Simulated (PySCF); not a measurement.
Simulation results for AlBH₂NO, AlB₂H₄O, AlBClH₂O

Computed with PySCF 2.14.0. Calculation on a computer-drawn molecule: optimised geometry and harmonic frequencies of an isolated molecule of the commonest isotopes, restricted reference for singlets and unrestricted otherwise, frozen core in MP2.

Common to all runs: multiplicity 1; method HF.

```json
{"entry": 1, "formula": "AlBH2NO", "start_structure": {"atoms_angstrom": [["B", 0.0403, 0.0921, 1.6832], ["N", -0.1227, 0.7999, 0.5215], ["Al", -0.235, 0.6593, -1.2523], ["O", -0.3871, 0.8555, -2.838], ["H", 0.2563, -1.1462, 1.7835], ["H", -0.0085, 0.6537, 2.6874]]}, "given": {"charge": -1, "basis": "aug-cc-pV(D+d)Z", "drawn_bonds_atom": [1, 2, 3, 1, 1], "drawn_bonds_other_atom": [2, 3, 4, 5, 6], "drawn_bonds_order": [1, 2, 1, 1, 1]}, "results": {"optimised_atom_element": ["B", "N", "Al", "O", "H", "H"], "optimised_atom_x [angstrom]": [0.05209, -0.08392, -0.2518, -0.4131, 0.281, -0.04094], "optimised_atom_y [angstrom]": [0.02349, 0.3386, 0.7245, 1.095, -1.122, 0.854], "optimised_atom_z [angstrom]": [1.668, 0.3493, -1.266, -2.819, 2.074, 2.579], "modes_frequency [cm^-1]": [91.38, 113.1, 263.9, 296.2, 679.8, 1009, 1081, 1133, 1319, 1607, 2339, 2393], "modes_reduced_mass [dalton]": [3.36, 4.565, 19.14, 17.6, 6.604, 1.365, 1.388, 7.933, 1.204, 10.37, 1.115, 1.046], "rotational_constants [GHz]": [235.3, 2.689, 2.658], "total_energy [hartree]": -397.1557, "convergence_status_largest_gradient_component [hartree/bohr]": 1.006e-05}}
{"entry": 2, "formula": "AlB2H4O", "start_structure": {"atoms_angstrom": [["B", -1.6791, -3.3468, 0.3916], ["O", -1.0495, -2.4493, -0.4475], ["Al", -0.2769, -1.368, -1.3851], ["B", 0.6428, -0.0741, -2.6082], ["H", -2.7654, -3.0812, 0.8709], ["H", -1.2526, -4.4353, 0.5776], ["H", 0.4796, -0.0347, -3.7471], ["H", 1.3793, 0.6853, -2.1051]]}, "given": {"charge": 1, "basis": "cc-pV(D+d)Z", "drawn_bonds_atom": [1, 2, 3, 1, 1, 4, 4], "drawn_bonds_other_atom": [2, 3, 4, 5, 6, 7, 8], "drawn_bonds_order": [1, 1, 1, 1, 1, 1, 1]}, "results": {"rotational_constants [GHz]": null, "total_energy [hartree]": null}}
{"entry": 3, "formula": "AlBClH2O", "start_structure": {"atoms_angstrom": [["B", -0.1768, -0.7376, -2.1235], ["O", -0.7219, -1.4136, -1.0484], ["Al", -1.2248, -2.1779, 0.3788], ["Cl", -1.863, -3.142, 1.9757], ["H", 0.8736, -0.2091, -1.9159], ["H", -0.8162, -0.6904, -3.0957]]}, "given": {"charge": 1, "basis": "cc-pV(D+d)Z", "drawn_bonds_atom": [1, 2, 3, 1, 1], "drawn_bonds_other_atom": [2, 3, 4, 5, 6], "drawn_bonds_order": [1, 1, 1, 1, 1]}, "results": {"rotational_constants [GHz]": null, "total_energy [hartree]": null}}
```

To be estimated
1. What rotational constants does the calculation give for AlB₂H₄O (entry 2)?
2. Give the missing total energy for AlB₂H₄O (entry 2).
3. Give the table of modes values for AlB₂H₄O (entry 2).
4. Estimate the rotational constants of AlBClH₂O (entry 3).
5. Give the missing total energy for AlBClH₂O (entry 3).

## Answers
1. 112.1, 2.33, 2.329 GHz
2. -368.2763 hartree
3. 
Modes:
```tsv
frequency (cm⁻¹)	reduced mass (dalton)
33.12	1.008
92.08	3.538
92.82	3.31
172.7	6.268
193.3	6.252
454	5.352
656.1	1.217
808.8	6.741
910.1	1.288
1053	1.311
1134	1.355
1178	1.103
1323	1.739
1361	2.51
2732	1.044
2757	1.04
2842	1.137
2902	1.137
```
4. 223.7, 1.653, 1.641 GHz
5. -802.0060 hartree

Further results for AlB₂H₄O (entry 2):

| Property | Result |
| --- | --- |
| convergence status largest gradient component | 2.666e-05 hartree/bohr |

Optimised structure:
```xyz
8
AlB2H4O
B     -1.7382    -3.3982     0.4099
O     -1.0852    -2.4875    -0.4110
Al    -0.3215    -1.4228    -1.3653
B      0.7050     0.0076    -2.6440
H     -2.7777    -3.0656     0.8892
H     -1.2195    -4.4569     0.5854
H      0.4658    -0.0440    -3.8053
H      1.4495     0.7633    -2.1119
```

Further results for AlBClH₂O (entry 3):

| Property | Result |
| --- | --- |
| convergence status largest gradient component | 3.019e-05 hartree/bohr |

Optimised structure:
```xyz
6
AlBClH2O
B     -0.1756    -0.7247    -2.0881
O     -0.6598    -1.4012    -0.9604
Al    -1.2128    -2.1753     0.3283
Cl    -1.9043    -3.1432     1.9394
H      0.8817    -0.1894    -1.9863
H     -0.8583    -0.7368    -3.0619
```

Modes:
```tsv
frequency (cm⁻¹)	reduced mass (dalton)
91.27	3.98
97.92	5.608
185.3	10.53
215.2	11.22
489.7	10.9
875	7.615
1044	1.297
1130	1.348
1332	1.197
1351	8.351
2750	1.042
2870	1.139
```
